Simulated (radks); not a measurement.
The cerium ion Ce3+, configuration [Xe] 4f(up 1, down 0). All-electron calculation, non-relativistic Kohn-Sham, BLYP, spin-polarised, spherical densities, point nucleus; relativity is left out, which matters for an element this heavy. Program: a radial shooting solver on a logarithmic mesh with Libxc functionals.

Radial electron density D(r) = 4 pi r^2 rho(r):

r (bohr),D(r) (e/bohr),spin D(r)
0.001736,4.284,4.88e-07
0.001989,5.460,6.22e-07
0.002297,7.027,8.00e-07
0.002632,8.873,0.00000101
0.003039,11.29,0.00000128
0.003482,14.08,0.00000160
0.003989,17.42,0.00000197
0.004607,21.63,0.00000244
0.005278,26.28,0.00000295
0.006096,31.89,0.00000357
0.006984,37.79,0.00000420
0.008001,44.12,0.00000486
0.009241,51.06,0.00000555
0.01059,57.50,0.00000614
0.01223,63.71,0.00000661
0.01401,68.53,0.00000680
0.01605,71.87,0.00000659
0.01853,73.45,0.00000565
0.02123,73.02,0.00000360
0.02452,70.93,-7.99e-07
0.0281,68.22,-0.00000896
0.03219,66.00,-0.0000245
0.03717,65.67,-0.0000561
0.04259,68.36,-0.000111
0.04919,74.68,-0.000214
0.05635,82.96,-0.000373
0.06456,91.30,-0.000608
0.07456,97.15,-0.000921
0.08542,97.57,-0.00118
0.09787,92.61,-0.00112
0.113,83.91,-0.0000449
0.1295,76.62,0.00317
0.1495,74.08,0.0112
0.1713,77.41,0.0266
0.1963,82.91,0.0541
0.2267,84.54,0.102
0.2597,77.44,0.172
0.2999,61.55,0.277
0.3436,44.79,0.405
0.3937,33.51,0.556
0.4547,30.85,0.726
0.5209,34.04,0.871
0.6016,36.60,0.974
0.6893,33.98,1.00
0.7897,26.95,0.967
0.912,18.46,0.865
1.045,12.63,0.732
1.207,9.549,0.573
1.382,8.348,0.420
1.584,7.315,0.278
1.829,5.667,0.156
2.096,3.796,0.0778
2.42,2.052,0.0308
2.773,0.9465,0.0106
3.177,0.3574,0.00307
3.669,0.09996,0.000728
4.203,0.02295,0.000184
4.854,0.003487,0.0000428
5.561,0.0004203,0.00000928

D(r) has 4 maxima, at r = 0.0191, 0.0808, 0.218, 0.602 bohr, and minima at 0.0351, 0.147, 0.440 bohr, inside which lie 1.98, 11.40, 28.99 electrons.
